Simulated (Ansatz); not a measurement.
A first, cheap relaxation of `N[SiH2][SiH](N)Cl`.

```yaml
crystal:
  periodic: [false, false, false]
  atoms:
    - {symbol: N, position_ang: [-1.554900, -0.042800, -1.316600]}
    - {symbol: Si, position_ang: [-0.360300, 1.002800, -0.628100]}
    - {symbol: Si, position_ang: [0.906700, -0.017800, 1.129300]}
    - {symbol: N, position_ang: [1.349000, -1.580500, 0.784000]}
    - {symbol: Cl, position_ang: [-0.243400, -0.006500, 2.810300]}
    - {symbol: H, position_ang: [-2.270400, -0.182200, -0.612500]}
    - {symbol: H, position_ang: [-1.934400, 0.366400, -2.100300]}
    - {symbol: H, position_ang: [-1.116300, 2.216100, -0.193800]}
    - {symbol: H, position_ang: [0.539200, 1.339100, -1.788300]}
    - {symbol: H, position_ang: [2.167500, 0.726400, 1.394500]}
    - {symbol: H, position_ang: [1.846100, -1.618800, -0.169300]}
    - {symbol: H, position_ang: [0.489000, -2.147300, 0.630200]}
basis:
  gaussian: {orbitals: def2-SVP}
hamiltonian: {xc: pbe, dispersion: d4}
relax: {f_tol: 0.03, max_steps: 200}
```

```sh
$ ansatz run in.yaml --threads 4 --pin off --events-out ev --progress --plain --max-ram 10444MiB
```

It prints (some lines left out):

```
Functional definition: PBE
mean field -31345.50748832 eV, -1151.9261534477 hartree, gradient 3.2e-5 eV, S^2 0.000000; 0 other end points of the search recorded, 0 dependent functions left out
relax step   1: F+E_penalty+E_count = -31345.81801815 eV  Δ(F+E_penalty+E_count) = +0.000e0 eV  max|allowed force component| = 3.029e0 eV/Å  Δτ_max = 0.0000 Å  (29 SCF iters, accepted)
mean field -31345.98454510 eV, -1151.9436849609 hartree, gradient 1.8e-5 eV, S^2 0.000000; 0 other end points of the search recorded, 0 dependent functions left out
relax step   2: F+E_penalty+E_count = -31346.29580268 eV  Δ(F+E_penalty+E_count) = -4.778e-1 eV  max|allowed force component| = 1.533e0 eV/Å  Δτ_max = 0.1948 Å  (28 SCF iters, accepted)
mean field -31346.06981169 eV, -1151.9468184504 hartree, gradient 1.5e-5 eV, S^2 0.000000; 0 other end points of the search recorded, 0 dependent functions left out
relax step   3: F+E_penalty+E_count = -31346.38196861 eV  Δ(F+E_penalty+E_count) = -8.617e-2 eV  max|allowed force component| = 6.891e-1 eV/Å  Δτ_max = 0.1872 Å  (28 SCF iters, accepted)
mean field -31346.09085746 eV, -1151.9475918681 hartree, gradient 1.7e-5 eV, S^2 0.000000; 0 other end points of the search recorded, 0 dependent functions left out
relax step   4: F+E_penalty+E_count = -31346.40474680 eV  Δ(F+E_penalty+E_count) = -2.278e-2 eV  max|allowed force component| = 9.769e-1 eV/Å  Δτ_max = 0.1942 Å  (27 SCF iters, accepted)
mean field -31346.12636963 eV, -1151.9488969162 hartree, gradient 1.2e-5 eV, S^2 0.000000; 0 other end points of the search recorded, 0 dependent functions left out
relax step   5: F+E_penalty+E_count = -31346.44453933 eV  Δ(F+E_penalty+E_count) = -3.979e-2 eV  max|allowed force component| = 4.342e-1 eV/Å  Δτ_max = 0.1279 Å  (29 SCF iters, accepted)
mean field -31346.15240192 eV, -1151.9498535854 hartree, gradient 2.4e-5 eV, S^2 0.000000; 0 other end points of the search recorded, 0 dependent functions left out
relax step   6: F+E_penalty+E_count = -31346.47280581 eV  Δ(F+E_penalty+E_count) = -2.827e-2 eV  max|allowed force component| = 6.458e-1 eV/Å  Δτ_max = 0.1943 Å  (27 SCF iters, accepted)
mean field -31346.16921945 eV, -1151.9504716183 hartree, gradient 1.4e-5 eV, S^2 0.000000; 0 other end points of the search recorded, 0 dependent functions left out
relax step   7: F+E_penalty+E_count = -31346.49307666 eV  Δ(F+E_penalty+E_count) = -2.027e-2 eV  max|allowed force component| = 5.613e-1 eV/Å  Δτ_max = 0.1656 Å  (28 SCF iters, accepted)
mean field -31346.18343574 eV, -1151.9509940573 hartree, gradient 8.3e-6 eV, S^2 0.000000; 0 other end points of the search recorded, 0 dependent functions left out
relax step   8: F+E_penalty+E_count = -31346.50728028 eV  Δ(F+E_penalty+E_count) = -1.420e-2 eV  max|allowed force component| = 2.164e-1 eV/Å  Δτ_max = 0.0779 Å  (30 SCF iters, accepted)
mean field -31346.17667580 eV, -1151.9507456340 hartree, gradient 2.0e-5 eV, S^2 0.000000; 0 other end points of the search recorded, 0 dependent functions left out
relax step   9: F+E_penalty+E_count = -31346.50121901 eV  Δ(F+E_penalty+E_count) = +6.061e-3 eV  max|allowed force component| = 6.852e-1 eV/Å  Δτ_max = 0.1999 Å  (34 SCF iters, rejected (line search))
mean field -31346.20722184 eV, -1151.9518681804 hartree, gradient 1.4e-5 eV, S^2 0.000000; 0 other end points of the search recorded, 0 dependent functions left out
relax step  10: F+E_penalty+E_count = -31346.53139666 eV  Δ(F+E_penalty+E_count) = -2.412e-2 eV  max|allowed force component| = 3.333e-1 eV/Å  Δτ_max = 0.0979 Å  (29 SCF iters, accepted)
mean field -31346.21336303 eV, -1151.9520938648 hartree, gradient 2.3e-5 eV, S^2 0.000000; 0 other end points of the search recorded, 0 dependent functions left out
relax step  11: F+E_penalty+E_count = -31346.53721725 eV  Δ(F+E_penalty+E_count) = -5.821e-3 eV  max|allowed force component| = 3.110e-1 eV/Å  Δτ_max = 0.1000 Å  (28 SCF iters, accepted)
mean field -31346.24724315 eV, -1151.9533389363 hartree, gradient 9.0e-6 eV, S^2 0.000000; 0 other end points of the search recorded, 0 dependent functions left out
relax step  12: F+E_penalty+E_count = -31346.57140772 eV  Δ(F+E_penalty+E_count) = -3.419e-2 eV  max|allowed force component| = 4.653e-1 eV/Å  Δτ_max = 0.1500 Å  (29 SCF iters, accepted)
mean field -31346.25545327 eV, -1151.9536406526 hartree, gradient 1.7e-5 eV, S^2 0.000000; 0 other end points of the search recorded, 0 dependent functions left out
relax step  13: F+E_penalty+E_count = -31346.57888416 eV  Δ(F+E_penalty+E_count) = -7.476e-3 eV  max|allowed force component| = 1.117e0 eV/Å  Δτ_max = 0.1510 Å  (28 SCF iters, accepted)
mean field -31346.28002176 eV, -1151.9545435281 hartree, gradient 2.2e-5 eV, S^2 0.000000; 0 other end points of the search recorded, 0 dependent functions left out
relax step  14: F+E_penalty+E_count = -31346.60462145 eV  Δ(F+E_penalty+E_count) = -2.574e-2 eV  max|allowed force component| = 2.830e-1 eV/Å  Δτ_max = 0.2000 Å  (28 SCF iters, accepted)
mean field -31346.27417616 eV, -1151.9543287061 hartree, gradient 1.1e-5 eV, S^2 0.000000; 0 other end points of the search recorded, 0 dependent functions left out
relax step  15: F+E_penalty+E_count = -31346.59754276 eV  Δ(F+E_penalty+E_count) = +7.079e-3 eV  max|allowed force component| = 3.539e-1 eV/Å  Δτ_max = 0.0916 Å  (30 SCF iters, rejected (line search))
mean field -31346.29285474 eV, -1151.9550151314 hartree, gradient 2.7e-5 eV, S^2 0.000000; 0 other end points of the search recorded, 0 dependent functions left out
relax step  16: F+E_penalty+E_count = -31346.61696214 eV  Δ(F+E_penalty+E_count) = -1.234e-2 eV  max|allowed force component| = 3.364e-2 eV/Å  Δτ_max = 0.0446 Å  (29 SCF iters, accepted)
mean field -31346.29353957 eV, -1151.9550402984 hartree, gradient 2.6e-5 eV, S^2 0.000000; 0 other end points of the search recorded, 0 dependent functions left out
relax step  17: F+E_penalty+E_count = -31346.61811778 eV  Δ(F+E_penalty+E_count) = -1.156e-3 eV  max|allowed force component| = 2.469e-2 eV/Å  Δτ_max = 0.0366 Å  (29 SCF iters, accepted)
mean field -31346.29353957 eV, -1151.9550402984 hartree, gradient 2.6e-5 eV, S^2 0.000000; 1 other end points of the search recorded, 0 dependent functions left out
Total energy: -31346.61815870 eV, -1151.9669698314 hartree
Atom 0 at    -1.576277    -0.053748    -0.995299 Å, force    -0.006920     0.004431    -0.010939 eV/Å
Atom 1 at    -0.336626     1.164536    -0.715650 Å, force     0.009799    -0.014355     0.024687 eV/Å
Atom 2 at     0.884163     0.083478     0.966141 Å, force     0.023827     0.001554    -0.010187 eV/Å
Atom 3 at     1.396087    -1.417793     0.270220 Å, force    -0.011881    -0.000558     0.004002 eV/Å
Atom 4 at    -0.570650    -0.114852     2.515765 Å, force    -0.002410     0.002902     0.003409 eV/Å
Atom 5 at    -2.111172    -0.315094    -0.159373 Å, force    -0.002814    -0.002819     0.010961 eV/Å
Atom 6 at    -2.220579     0.081102    -1.780772 Å, force     0.003622    -0.002500    -0.004907 eV/Å
Atom 7 at    -0.787390     2.540171    -0.270627 Å, force    -0.005070     0.012041    -0.009078 eV/Å
Atom 8 at     0.432874     1.332934    -1.998716 Å, force    -0.004148     0.006019    -0.002817 eV/Å
Atom 9 at     2.070779     0.739844     1.610380 Å, force    -0.015477    -0.010161    -0.006215 eV/Å
Atom 10 at     1.930411    -2.095374     0.820996 Å, force    -0.000754    -0.001733     0.002154 eV/Å
Atom 11 at     0.706181    -1.890304    -0.323663 Å, force     0.012226     0.005180    -0.001069 eV/Å
Dipole moment:    -0.086742    -0.241688    -0.277514 e Å
```

It took 25 s on 4 threads of an Arm Neoverse V1 on a shared host, with 0.17 GiB of host memory at the peak.
